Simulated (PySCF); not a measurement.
Species: AlCl3.OEt2 (`CC[O+](CC)[Al-]([Cl])([Cl])[Cl]`). The columns A, B, C and D hold Mulliken, IAO, Hirshfeld and ESP-fitted charges (e) of one PBE0/pcSseg-1 density (PySCF), in a shuffled order. Coordinates in Å (PBE0-D3(BJ)/def2-SVP); the density's dipole moment is (1.53, -6.23, -3.13) D.

| atom | x | y | z | A | B | C | D |
| --- | --- | --- | --- | --- | --- | --- | --- |
| C1 | 2.119 | -0.200 | -0.757 | -0.300 | -0.370 | -0.422 | -0.114 |
| C2 | 1.297 | -0.848 | 0.327 | -0.004 | +0.120 | -0.049 | +0.029 |
| O3 | -0.024 | -0.265 | 0.409 | -0.673 | -0.356 | -0.357 | -0.059 |
| C4 | -1.048 | -0.874 | -0.412 | -0.022 | +0.248 | -0.046 | +0.029 |
| C5 | -1.733 | -1.999 | 0.317 | -0.281 | -0.385 | -0.422 | -0.115 |
| Al6 | -0.390 | 1.454 | 1.156 | +1.056 | +0.584 | +0.897 | +0.392 |
| Cl7 | 1.362 | 1.822 | 2.285 | -0.406 | -0.280 | -0.387 | -0.211 |
| Cl8 | -0.650 | 2.624 | -0.591 | -0.414 | -0.301 | -0.394 | -0.233 |
| Cl9 | -2.170 | 1.115 | 2.249 | -0.400 | -0.293 | -0.387 | -0.220 |
| H10 | 3.101 | -0.694 | -0.817 | +0.135 | +0.130 | +0.158 | +0.059 |
| H11 | 2.284 | 0.863 | -0.533 | +0.161 | +0.124 | +0.164 | +0.044 |
| H12 | 1.636 | -0.280 | -1.742 | +0.130 | +0.116 | +0.146 | +0.047 |
| H13 | 1.746 | -0.698 | 1.317 | +0.169 | +0.097 | +0.173 | +0.048 |
| H14 | 1.159 | -1.928 | 0.168 | +0.133 | +0.091 | +0.146 | +0.054 |
| H15 | -0.570 | -1.196 | -1.350 | +0.139 | +0.062 | +0.146 | +0.054 |
| H16 | -1.746 | -0.063 | -0.666 | +0.161 | +0.047 | +0.169 | +0.049 |
| H17 | -1.032 | -2.806 | 0.578 | +0.123 | +0.106 | +0.142 | +0.046 |
| H18 | -2.519 | -2.427 | -0.322 | +0.134 | +0.121 | +0.158 | +0.059 |
| H19 | -2.199 | -1.619 | 1.237 | +0.161 | +0.139 | +0.166 | +0.041 |

Problem. Which column most likely holds the ESP-fitted charges?

Solution. B. Σ q r misses the density's dipole by 0.06 D (B), 0.59 D (A), 0.66 D (C), 1.59 D (D). Charges fitted to the outside potential are the only set here that is tied to the molecule's multipoles.

Problem. And the Hirshfeld charges?

Solution. D. The mean sizes are 0.100 e (D), 0.209 e (B), 0.259 e (C), 0.263 e (A), and Hirshfeld charges are commonly the smallest of these schemes.

As computed, A = Mulliken, B = ESP-fitted, C = IAO, D = Hirshfeld. Hydrogens on carbon: Mulliken +0.12 to +0.17, ESP-fitted +0.05 to +0.14, IAO +0.14 to +0.17, Hirshfeld +0.04 to +0.06 e.

The Hirshfeld scheme divides the density at each point in proportion to the densities of the neutral, spherically averaged free atoms. The ESP scheme is a least-squares fit of atom-centred charges to the potential on four shells outside the van der Waals surface, with the total charge fixed.

One conformer (not necessarily the lowest) at the PBE0-D3(BJ)/def2-SVP geometry, without solvent, vibrations or thermal averaging.

Shape of the structure used: `[CH3:1][CH2:2][O+:3]([CH2:4][CH3:5])[Al-:6]([Cl:7])([Cl:8])[Cl:9]`: C1–C2–O3–C4 90°, C2–O3–C4–C5 89°, C2–O3–Al6–Cl7 -18°.
